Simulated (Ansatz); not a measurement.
Cost and result for the atomization energy of `OCCN[SiH3]` (14 atoms, 13 bonds).

Z-matrix (Å, degrees):
```
C
C 1 1.514
O 1 1.415 2 111.7
H 1 1.092 2 109.6 3 116.9
H 1 1.098 2 110.0 3 -124.1
N 2 1.443 1 110.7 3 -58.3
H 2 1.104 1 108.7 3 65.8
H 2 1.096 1 108.8 3 -178.7
H 3 0.961 1 108.3 2 -69.1
Si 6 1.713 2 124.2 1 -161.4
H 6 1.010 2 111.9 1 43.2
H 10 1.489 6 108.8 2 54.2
H 10 1.496 6 115.1 2 -65.2
H 10 1.485 6 107.6 2 174.2
```

Total charge 0; spin multiplicity 1. Geometry: relaxed with PBE0-D4/def2-TZVP. It is one conformer, not always the lowest. Program: Ansatz. All runs use 4 threads of an Arm Neoverse V1 on a shared host. Times are those of one run each, without the atoms' runs, and a repeat can differ threefold. Electronic energies, without spin–orbit coupling; frozen cores. CCSD(T)/CBS adds CCSD(T) − MP2 in def2-TZVPP to the MP2 limit, and its time is that of the two runs behind it. T1 = 0.010. B3LYP takes the VWN-RPA correlation (the form of Gaussian; ORCA's B3LYP/G).

CCSD(T)/CBS is a level of theory with its own doubt, some kJ/mol a heavy atom from the limit and from the frozen cores, so smaller differences don't rank the functionals.

```csv
level,functions,wall time
LDA (SPW92)/def2-TZVPP,292,1.8 s
BLYP-D4/def2-TZVPP,292,2.7 s
PBE-D4/def2-TZVPP (with forces),292,3.3 s
PBE0-D4/def2-TZVPP,292,4 s
CAM-B3LYP-D4/def2-TZVPP,292,4.6 s
B3LYP-D4/def2-TZVPP (with forces),292,6.5 s
r2SCANh-D4/def2-TZVPP,292,7 s
B2PLYP/def2-TZVPP,292,8 s
CCSD(T)/def2-SVP,119,9.5 s
ωB97X-V/def2-TZVPP,292,10 s
MP2/def2-QZVPP,568,37 s
CCSD(T)/def2-TZVPP,292,5.7 min
CCSD(T)/CBS(def2),–,6.3 min
```

(1) What atomization energy does each give, and how far from CCSD(T)/CBS? (Estimate.)

Results:

(1) Computed: 
```
                            level  atomization (kcal/mol)  difference from CCSD(T)/CBS  per bond
           LDA (SPW92)/def2-TZVPP                  1367.2                        168.0      12.9
               BLYP-D4/def2-TZVPP                  1195.9                         -3.3      -0.3
  PBE-D4/def2-TZVPP (with forces)                  1214.5                         15.3       1.2
               PBE0-D4/def2-TZVPP                  1195.5                         -3.7      -0.3
          CAM-B3LYP-D4/def2-TZVPP                  1206.0                          6.8       0.5
B3LYP-D4/def2-TZVPP (with forces)                  1199.4                          0.2       0.0
            r2SCANh-D4/def2-TZVPP                  1188.7                        -10.5      -0.8
                B2PLYP/def2-TZVPP                  1184.9                        -14.3      -1.1
                 CCSD(T)/def2-SVP                  1129.2                        -70.0      -5.4
               ωB97X-V/def2-TZVPP                  1203.1                          3.9       0.3
                   MP2/def2-QZVPP                  1197.0                         -2.2      -0.2
               CCSD(T)/def2-TZVPP                  1167.0                        -32.2      -2.5
                CCSD(T)/CBS(def2)                  1199.2                          0.0       0.0
```

The D4 term adds +9.7 kcal/mol with B3LYP and +5.1 kcal/mol with PBE0; it sums over pairs of atoms, weighted by their polarisabilities, and B3LYP, whose exchange is more repulsive, gets the larger term. From r2SCAN to r2SCAN0 (25 % exact exchange), in def2-TZVPP and without D4, the atomization energy moves by −15.9 kcal/mol: exact exchange takes away binding that semilocal exchange gives to molecules. At CCSD(T), def2-SVP lies −70.0 kcal/mol from the extrapolated value and def2-TZVPP −32.3 kcal/mol: correlation converges slowly with the basis, and small sets miss more of it in the bonded molecule than in its fragments.
